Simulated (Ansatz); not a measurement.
Geometry optimisation, Ansatz 0.2.0, RKS LDA/def2-SVP.

The input (input.yaml):

```yaml
crystal:
  periodic: [false, false, false]
  atoms:
    - { symbol: B, position_ang: [0.076992, -0.574081, -0.454504] }
    - { symbol: H, position_ang: [-0.047766, 0.149312, 1.826545] }
    - { symbol: Cl, position_ang: [1.542895, 0.314842, -0.749962] }
    - { symbol: Cl, position_ang: [-1.484305, 0.140445, -0.821621] }
    - { symbol: O, position_ang: [0.178316, -1.864272, -0.000448] }
    - { symbol: H, position_ang: [-0.70034, -2.284749, 0.083453] }
    - { symbol: H, position_ang: [0.068608, -0.568997, 1.795737] }
basis:
  gaussian: { orbitals: def2-SVP }
hamiltonian:
  xc: lda
relax:
  f_tol: 0.03
  max_steps: 50
```

Run as:

```bash
$ ansatz run input.yaml --threads 1 --pin off --max-ram 2048MiB --backend cpu --events-out ev --progress --plain --runs-dir out
```

**Question.** Where does it end, and by what steps?

**Answer.** The forces met the threshold. The force dipped under the threshold on the way, but the program's further checks kept it going. After 26 steps the energy has fallen by 0.140 eV; H2 moved furthest, 0.93 Å.

| step | energy less start (eV) | largest force component (eV/Å) | accepted |
| --- | --- | --- | --- |
| 0 | 0.0000 | 2.077 | yes |
| 1 | -0.1161 | 0.523 | yes |
| 2 | -0.0959 | 0.701 | no |
| 3 | -0.1305 | 0.245 | yes |
| 4 | -0.1337 | 0.059 | yes |
| 5 | -0.1339 | 0.106 | yes |
| 6 | -0.1346 | 0.016 | yes |
| 7 | -0.1342 | 0.222 | no |
| 8 | -0.1350 | 0.057 | yes |
| 9 | -0.1351 | 0.163 | yes |
| 10 | -0.1357 | 0.048 | yes |
| 11 | -0.1362 | 0.018 | yes |
| 12 | -0.1366 | 0.059 | yes |
| 13 | -0.1368 | 0.068 | yes |
| 14 | -0.1371 | 0.052 | yes |
| 15 | -0.1375 | 0.064 | yes |
| 16 | -0.1376 | 0.105 | yes |
| 17 | -0.1378 | 0.082 | yes |
| 18 | -0.1384 | 0.034 | yes |
| 19 | -0.1384 | 0.034 | yes |
| 20 | -0.1388 | 0.029 | yes |
| 21 | -0.1379 | 0.157 | no |
| 22 | -0.1393 | 0.045 | yes |
| 23 | -0.1395 | 0.080 | yes |
| 24 | -0.1397 | 0.098 | yes |
| 25 | -0.1399 | 0.085 | yes |
| 26 | -0.1404 | 0.027 | yes |

```xyz
7
Properties=species:S:1:pos:R:3
B 0.162 -0.576 -0.781
H -0.404 -0.169 2.623
Cl 1.591 0.089 -1.524
Cl -1.405 0.174 -1.046
O 0.286 -1.669 -0.012
H -0.570 -1.970 0.354
H -0.025 -0.566 2.064
```

Whether the end is a true minimum wasn't checked by a vibrational analysis.

Run time: 17 s on 1 thread of Intel(R) Xeon(R) 6975P-C (Granite Rapids), with other jobs on the host, peak memory 0.15 GiB.
